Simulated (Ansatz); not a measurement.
Geometry optimisation, RKS PBE0-D4/def2-SVP in Ansatz 0.2.0.

Input file:

```yaml
crystal:
  periodic: [false, false, false]
  atoms:
    - { symbol: Si, position_ang: [-1.9524, 0.8534, 0.3093] }
    - { symbol: C, position_ang: [-0.3895, -0.0141, 0.0127] }
    - { symbol: C, position_ang: [0.70932, -0.24512, 0.75552] }
    - { symbol: C, position_ang: [1.62056, -1.08326, -0.33662] }
    - { symbol: Si, position_ang: [0.18092, -0.90202, -1.51999] }
    - { symbol: H, position_ang: [-2.0243, 1.4868, 1.6646] }
    - { symbol: H, position_ang: [-2.1102, 2.006, -0.6785] }
    - { symbol: H, position_ang: [-3.1098, -0.0129, 0.1354] }
    - { symbol: H, position_ang: [0.9889, 0.07046, 1.72274] }
    - { symbol: H, position_ang: [1.81623, -2.05736, -0.01793] }
    - { symbol: H, position_ang: [2.50969, -0.53624, -0.60898] }
    - { symbol: H, position_ang: [0.43876, 0.03463, -2.69684] }
    - { symbol: H, position_ang: [-0.62551, -2.13195, -1.79272] }
basis:
  gaussian: { orbitals: def2-SVP }
hamiltonian:
  xc: pbe0
  dispersion: d4
relax:
  f_tol: 0.015
  max_steps: 40
```

Launched with:

```bash
$ ansatz run input.yaml --threads 2 --pin off --max-ram 3072MiB --backend cpu --events-out ev --progress --plain --runs-dir out
```

**Question.** Where does it end, and by what steps?

**Answer.** The forces met the threshold. After 7 steps the energy has fallen by 0.655 eV; H13 moved furthest, 0.29 Å.

| step | energy less start (eV) | largest force component (eV/Å) | accepted |
| --- | --- | --- | --- |
| 0 | 0.0000 | 4.510 | yes |
| 1 | -0.5391 | 1.337 | yes |
| 2 | -0.6226 | 0.476 | yes |
| 3 | -0.6401 | 0.228 | yes |
| 4 | -0.6485 | 0.120 | yes |
| 5 | -0.6541 | 0.103 | yes |
| 6 | -0.6554 | 0.049 | yes |
| 7 | -0.6554 | 0.007 | yes |

```xyz
13
Properties=species:S:1:pos:R:3
Si -2.006 0.947 0.384
C -0.493 0.006 -0.144
C 0.639 -0.246 0.563
C 1.611 -1.052 -0.274
Si 0.237 -0.937 -1.591
H -1.849 1.439 1.788
H -2.235 2.119 -0.517
H -3.219 0.074 0.310
H 0.842 0.079 1.597
H 1.845 -2.047 0.139
H 2.563 -0.536 -0.480
H 0.548 -0.165 -2.835
H -0.431 -2.214 -1.991
```

The run took 28 s on 2 threads of Arm Neoverse V1, on a shared host, peak memory 0.28 GiB.
